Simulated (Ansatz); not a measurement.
The pair A = C2H4 (SMILES C=C) (first 6 atoms), B = CH4O (SMILES CO); geometry from B3LYP-D3(BJ)/def2-TZVP.
(charge 0, multiplicity 1):
```
atom    x (Å)    y (Å)    z (Å)
----  -------  -------  -------
C      0.7019   0.2081   0.0238
C     -0.6063   0.0269  -0.1008
H      1.1658   1.1668  -0.1740
H      1.3615  -0.5962   0.3268
H     -1.0691  -0.9328   0.0955
H     -1.2663   0.8298  -0.4059
C     -0.2061  -0.5977   3.6957
O     -0.3382   0.7228   3.1988
H     -0.9821  -1.2674   3.3059
H     -0.3127  -0.5466   4.7788
H      0.7752  -1.0307   3.4677
H     -0.2459   0.6934   2.2382
```

Correlated levels freeze the cores. MP2 and its Hartree–Fock in aug-cc-pVTZ are density fitted.

The values were computed with Ansatz (an electronic-structure program) with Gaussian orbitals. 

The counterpoise-corrected interaction energy is E(AB) − E(A in the pair's basis) − E(B in the pair's basis). Total energies (hartree):

```json
[
 {"level": "HF/aug-cc-pVDZ", "AB": "-193.1060584", "A in the pair's basis": "-78.0440532", "B in the pair's basis": "-115.0615355"},
 {"level": "MP2/aug-cc-pVDZ", "AB": "-193.7556740", "A in the pair's basis": "-78.3293916", "B in the pair's basis": "-115.4223410"},
 {"level": "HF/aug-cc-pVTZ", "AB": "-193.1573533", "A in the pair's basis": "-78.0649179", "B in the pair's basis": "-115.0918866"},
 {"level": "MP2/aug-cc-pVTZ", "AB": "-193.9387507", "A in the pair's basis": "-78.4049063", "B in the pair's basis": "-115.5292074"},
 {"level": "CCSD(T)/aug-cc-pVDZ", "AB": "-193.8293934", "A in the pair's basis": "-78.3696989", "B in the pair's basis": "-115.4561661"}
]
```

Work out the counterpoise-corrected interaction energy at the basis-set limit: extrapolate the MP2 correlation part as X⁻³, take Hartree–Fock from the larger set, and add the CCSD(T) − MP2 difference of aug-cc-pVDZ.


1. Differences (1 hartree = 627.509 kcal/mol): HF/aug-cc-pVDZ -0.295; MP2/aug-cc-pVDZ -2.473; HF/aug-cc-pVTZ -0.344; MP2/aug-cc-pVTZ -2.910; CCSD(T)/aug-cc-pVDZ -2.214.
2. Correlation parts, MP2 less HF: -2.179 in aug-cc-pVDZ (X = 2), -2.565 in aug-cc-pVTZ (X = 3).
3. Limit (3³·(-2.565) − 2³·(-2.179))/(3³ − 2³) = -2.728; with HF/aug-cc-pVTZ it gives -3.073.
4. CCSD(T) less MP2 in aug-cc-pVDZ: 0.259.
Result: -2.81 kcal/mol, against -2.47 at MP2/aug-cc-pVDZ. It is an estimate of this method's limit, not of the exact value.
